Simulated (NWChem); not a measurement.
**Atomisation of CF**

```xyz
2

C      0.0000     0.0000     0.7631
F      0.0000     0.0000    -0.5087
```
Charge 0, spin multiplicity 2.

All runs are NWChem calculations. All single points use one geometry, from UB3LYP/def2-SVP, a minimum by its harmonic frequencies.

Basis set: def2-QZVP. The atomisation energy is electronic alone: no zero-point, thermal, spin-orbit or counterpoise terms. No value is extrapolated to the basis-set limit. Free atoms are single determinants with multiplicities C 3, F 2.

B3LYP has NWChem's definition, with VWN1-RPA local correlation. This spin state was chosen for the runs; another may lie lower. The structure started from a generated list of species. The unpaired electrons of the parent sit in orbitals of symmetry b2 (C2v labels of the run); other states weren't searched. No SCF solution was tested for a lower state.

**Question.** For the atomisation energy, PBE gives 145.0 kcal/mol and LDA (SVWN5) gives 167.8 kcal/mol. What do PBE0, r2SCAN, B3LYP give?

**Answer.** PBE0: 134.7 kcal/mol; r2SCAN: 134.7 kcal/mol; B3LYP: 133.8 kcal/mol.
